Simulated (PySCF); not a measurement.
Species: C3H5B.
Structure used (PBE0-D3(BJ)/def2-SVP), in Å, numbered top down from 1:
```xyz
9
C3H5B angstrom
B     -1.3117    0.7863    0.0005
C     -0.4134   -0.4944   -0.0878
C      1.0267   -0.3198   -0.1579
C      2.2253   -0.1542   -0.2110
H     -0.8561    1.9013   -0.0736
H     -2.5051    0.6331    0.1262
H     -0.6933   -1.1659    0.7473
H     -0.7853   -1.0424   -0.9794
H      3.2883   -0.0095   -0.2589
```

Theory: PySCF 2.14.0, delta-SCF UKS SCAN, pcX-2 on the ionised atom, pcseg-1 elsewhere, spin-free X2C. Each 1s hole has a ground state of its own, since the core basis sits on the ionised atom alone.

| ionised atom | basis functions | E(ground) (Eh) | E(ionised) (Eh) |
| --- | --- | --- | --- |
| C2 | 112 | -142.03785 | -131.32873 |
| C3 | 112 | -142.04355 | -131.36021 |
| C4 | 112 | -142.04297 | -131.38154 |

Problem. What are the 1s binding energies?

Solution. E(ionised) − E(ground), at 27.2114 eV a hartree:

```json
{"atom": "C2", "environment": "sp3 carbon bound to boron", "difference (Eh)": "10.70912", "binding energy (eV)": "291.41"}
{"atom": "C3", "environment": "alkyne carbon", "difference (Eh)": "10.68334", "binding energy (eV)": "290.71"}
{"atom": "C4", "environment": "terminal alkyne carbon", "difference (Eh)": "10.66143", "binding energy (eV)": "290.11"}
```

Problem. How much do the ground-state energies differ, and what would follow from using one of them for all holes?

Solution. They run from -142.0435 Eh (core basis on C3) to -142.0378 Eh (on C2), 0.0057 Eh or 0.16 eV apart, for one and the same state in different bases and grids. Pairing the ion of C2 with the ground state of C3 would put its binding energy 0.16 eV too high.

Only 1s holes are shown. The unrestricted hole states depart most from a pure doublet (⟨S²⟩ = 0.75; over 0.85 named) for C 1s of C3 (0.87), which makes this value less certain. Geometry: PBE0-D3(BJ)/def2-SVP, one conformer, isolated molecule.

On Arm Neoverse V2, one thread, no GPU, on a shared host, this took 12 s wall.
